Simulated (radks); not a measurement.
Valence configurations of Ce I (all share [Xe]). Calculated with a radial shooting solver on a logarithmic mesh with Libxc functionals: scalar-relativistic Kohn-Sham, PBEsol, spin-polarised, spherical densities, finite nucleus; open shells are filled with parallel spins first (spin-orbit coupling, left out, can overturn this in heavy ions); Fermi nuclear charge, rms radius 4.8771 fm. Energies are relative to 4f1 5d1 6s2; eigenvalues in eV for spin up.

valence,E (eV),moment (Bohr magnetons),e(4f),e(5d),e(6p),e(6s)
4f2 6s2,-0.533,2,-1.035,-,-,-3.486
4f1 5d2 6s1,-0.045,4,-4.008,-2.538,-,-3.609
4f1 5d1 6s2,0.000,2,-5.754,-3.347,-,-3.933
4f1 5d1.5 6s1.5,0.047,3,-4.874,-2.954,-,-3.803
4f1 5d1 6s1.5 6p0.5,0.948,3,-6.288,-3.863,-1.845,-4.424
4f1 5d3,1.147,4,-2.678,-1.755,-,-
4f1 5d1 6s1 6p1,1.681,4,-6.725,-4.296,-2.140,-4.811
4f1 5d1 6p2,4.366,4,-7.771,-5.045,-2.592,-

NIST lists [Xe] 4f1 5d1 6s2 as the ground configuration; this level of theory puts 4f2 6s2 lower, by 0.533 eV. The energies are those of spherical high-spin densities, not of single terms. No valid solution was reached for [Xe] 4f2 5d2; [Xe] 4f2 5d1 6s1.
